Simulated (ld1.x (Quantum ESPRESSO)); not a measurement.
What one change does to a pseudopotential (Au, RRKJ)

ld1.x (Quantum ESPRESSO) 7.5 input, shortened:

```
&input
   title='Au', zed=79., rel=1, dft='PBE', iswitch=3,
   config='[Xe] 4f14 5d10 6s1 6p0'
 /
 &inputp
   pseudotype=2, tm=.false., rho0=0.005, lloc=-1, rcloc=1.95,
   nlcc=.false.
 /
3
6S  1  0   1.00   0.00  2.10  2.10  0.0
5P  2  1   6.00   0.00  1.75  1.75  0.0
5D  3  2  10.00   0.00  2.20  2.20  0.0
 &test
   configts(1)='5p6 5d10 6s1 6p0'
 /
```

Change: functional BP86.

Cutoffs: the cutoffs (Ry, on a coarse ladder) from which the occupation-weighted sum of valence levels, in a spherical-Bessel basis at the reference potential, stays within 10 and 1 mRy of its value at 400 Ry; they do not see the model core or the augmentation charge, which bear on the density cutoff. Errors are all-electron minus pseudo energies relative to the spin-unpolarised reference configuration.

Problem. How do hardness, ghosts and transferability respond?

Solution. The potential gets neither clearly harder nor softer (35 Ry and 45 Ry → 35 Ry and 45 Ry); both files keep a bound ghost (s); of the 7 tests that both files solve, the error grows in 2 and shrinks in 0 by more than 15 % and 0.3 meV (median size 10.2 → 10.4 meV).

| quantity | base | changed |
| --- | --- | --- |
| cutoff, loose | 35 Ry | 35 Ry |
| cutoff, tight | 45 Ry | 45 Ry |
| bound ghosts | s | s |
| error for 5p6 5d10 6s0 6p0, meV [ΔE 9.41 → 9.58 eV] | -10 | -10 |
| error for 5p6 5d9 6s0 6p0, meV [ΔE 30.62 → 30.91 eV] | -9.0 | -9.4 |
| error for 5p6 5d8 6s0 6p0, meV [ΔE 64.49 → 64.90 eV] | -0.4 | +1.6 |
| error for 5p6 5d9 6s2 6p0, meV [ΔE 1.69 → 1.64 eV] | -16 | -15 |
| error for 5p6 5d10 6s0 6p1, meV [ΔE 5.25 → 5.33 eV] | +12 | +12 |
| error for 5p6 5d7 6s0 6p0, meV [ΔE 112.21 → 112.71 eV] | +44 | +53 |
| error for 5p6 5d10 6s0.5 6p0, meV [ΔE 3.77 → 3.86 eV] | -2.9 | -3.0 |
| s: phases at 2.40 bohr within 0.05 rad from the reference energy up to (Ry; the scan ends near 5) | to the end of the scan | to the end of the scan |
| p: phases at 2.40 bohr within 0.05 rad from the reference energy up to (Ry; the scan ends near 5) | to the end of the scan | to the end of the scan |
| d: phases at 2.40 bohr within 0.05 rad from the reference energy up to (Ry; the scan ends near 5) | 2.5 | 2.4 |

 A true bound ghost makes a file unfit for plane-wave use even where its test errors are small: the radial tests pick states by their node count and pass the ghost by.
